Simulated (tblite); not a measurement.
Isomers of C4H8ClNSi. Level: GFN2-xTB in tblite, geometry and Hessian alike; calculated harmonic values, unscaled, isolated species. The method is semi-empirical: single wavenumbers can be off by several per cent or more. Modes of hydrogen on silicon can be 10 to 20 % off. One conformer each.

Electronic energies: GFN2-xTB at the same geometries; isomer energies are rough at this level and their order can be wrong.

| SMILES | electronic energy, lowest = 0 (kcal/mol) |
| --- | --- |
| [H]/N=C/C(=C/C)[SiH2]Cl | 0.7 |
| C=CC[Si@H](Cl)N=C | 0.0 |
| [SiH3]N[C@@H]1C=C(Cl)C1 | 6.9 |

Task: How do GFN2-xTB zero-point energies change the relative energies?

Result: 
```json
{"SMILES": "C=CC[Si@H](Cl)N=C", "ZPE (kcal/mol)": "68.1", "of it from modes above 1550 cm⁻¹": "38.3", "electronic (kcal/mol)": "0.0", "with ZPE, lowest = 0 (kcal/mol)": "0.0", "lowest mode (cm⁻¹)": "30", "rings": "0"}
{"SMILES": "[H]/N=C/C(=C/C)[SiH2]Cl", "ZPE (kcal/mol)": "67.6", "of it from modes above 1550 cm⁻¹": "37.4", "electronic (kcal/mol)": "0.7", "with ZPE, lowest = 0 (kcal/mol)": "0.2", "lowest mode (cm⁻¹)": "33", "rings": "0"}
{"SMILES": "[SiH3]N[C@@H]1C=C(Cl)C1", "ZPE (kcal/mol)": "66.8", "of it from modes above 1550 cm⁻¹": "34.2", "electronic (kcal/mol)": "6.9", "with ZPE, lowest = 0 (kcal/mol)": "5.5", "lowest mode (cm⁻¹)": "50", "rings": "1"}
```

The zero-point energies span 1.3 kcal/mol, from `[SiH3]N[C@@H]1C=C(Cl)C1` to `C=CC[Si@H](Cl)N=C`. The order is unchanged.

Task: What do entropy and thermal enthalpy add at 298.15 K and 1 bar (rigid rotor, harmonic oscillator, one conformer each)?

Result: 
```tsv
SMILES	point group	symmetry number	S (cal/(mol K))	H − H(0) (kcal/mol)	ZPE + H − H(0) − TS (kcal/mol)
C=CC[Si@H](Cl)N=C	C1	1	100.2	6.79	45.1
[H]/N=C/C(=C/C)[SiH2]Cl	C1	1	97.6	6.62	45.2
[SiH3]N[C@@H]1C=C(Cl)C1	C1	1	92.3	6.02	45.3
```
